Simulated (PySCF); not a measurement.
# Two-component Hartree-Fock for Os⁶⁶⁺ (osmium, charge +66)

Start: [Ne]. Calculated with PySCF 2.14 in an uncontracted even-tempered set (17 s from 12 bohr⁻², ratio 2.6; 14 p from 16 bohr⁻², ratio 2.6; 6 d from 16 bohr⁻², ratio 2.8; 3 f from 350 bohr⁻², ratio 2.8): generalised Hartree-Fock with the X2C-1e Hamiltonian and a Gaussian nucleus; spin-orbit coupling (SO) screened by Boettger's factors.

| spinor shell | electrons | ε, screened SO (eV) | weight of nominal j (screened SO) | rms radius, screened SO (bohr) |
| --- | --- | --- | --- | --- |
| 1s1/2 | 2 | -80238.0 | 1.000 | 0.0200 |
| 2s1/2 | 2 | -18663.1 | 1.000 | 0.0795 |
| 2p1/2 | 2 | -18166.9 | 1.000 | 0.0674 |
| 2p3/2 | 4 | -16577.7 | 1.000 | 0.0745 |

```csv
quantity,screened SO
E (hartree),-11744.73408
M_J,0
⟨J²⟩,0.000
⟨L²⟩,0.039
⟨S²⟩,0.039
```

Breit and QED terms are absent; they matter most for the inner s and p1/2 levels.

Densities and radii are taken from the X2C orbitals without a picture-change correction, which distorts them close to the nucleus.
